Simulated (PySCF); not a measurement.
Molecule: 2-vinylthiophene (C=CC1=CC=CS1, C6H6S).

Bonds (- single, = double, # triple, : aromatic): C1=C2, C2-C3, C3:C4, C4:C5, C5:C6, C6:S7, S7:C3. C1 carries H8, H9; C2 carries H10; C4 carries H11; C5 carries H12; C6 carries H13. H8 is cis to C3; H9 is trans to C3.

Frames of a GFN2-xTB Langevin trajectory at 300 K; GIAO PBE0/pcSseg-1 shieldings in PySCF 2.14, gas phase, non-relativistic; equivalent atoms averaged within each frame.

Scale: ¹³C (σ = 186.93 ppm), ¹H (σ = 31.72 ppm) against TMS; CS2 for ³³S (σ = 503.73 ppm) (reference shieldings calculated alike). The references are static minima.

Task: How do the shifts (ppm) fluctuate along the trajectory?

Result: 
| time (fs) | C3 | C4 | C2 | C5 | C6 | C1 | S7 | H13 | H10 | H11 |
| --- | --- | --- | --- | --- | --- | --- | --- | --- | --- | --- |
| optimised geometry | 154.7 | 131.6 | 138.1 | 131.3 | 133.0 | 118.2 | 208 | 7.06 | 7.00 | 6.95 |
| 250 | 159.6 | 140.1 | 133.7 | 129.8 | 129.6 | 109.0 | 211 | 7.34 | 7.22 | 7.02 |
| 425 | 159.6 | 139.8 | 143.5 | 129.4 | 134.6 | 117.3 | 212 | 7.20 | 6.99 | 7.23 |
| 625 | 150.2 | 134.9 | 135.6 | 136.3 | 142.6 | 118.1 | 230 | 7.20 | 7.05 | 6.85 |
| 800 | 151.6 | 133.8 | 135.9 | 132.7 | 126.7 | 114.9 | 187 | 7.29 | 6.16 | 7.28 |
| 1000 | 153.1 | 138.9 | 138.9 | 136.4 | 132.2 | 120.1 | 185 | 6.49 | 6.40 | 6.89 |
| mean of frames | 154.8 | 137.5 | 137.5 | 132.9 | 133.1 | 115.9 | 205 | 7.10 | 6.76 | 7.05 |
| standard deviation | 4.5 | 2.9 | 3.8 | 3.4 | 6.0 | 4.3 | 19 | 0.35 | 0.46 | 0.19 |

5 frames give an uncertainty of the mean of about the standard deviation over 2.2 at best, since frames this close in time may not be independent; classical motion lacks zero-point vibration, and the reference would need the same averaging.
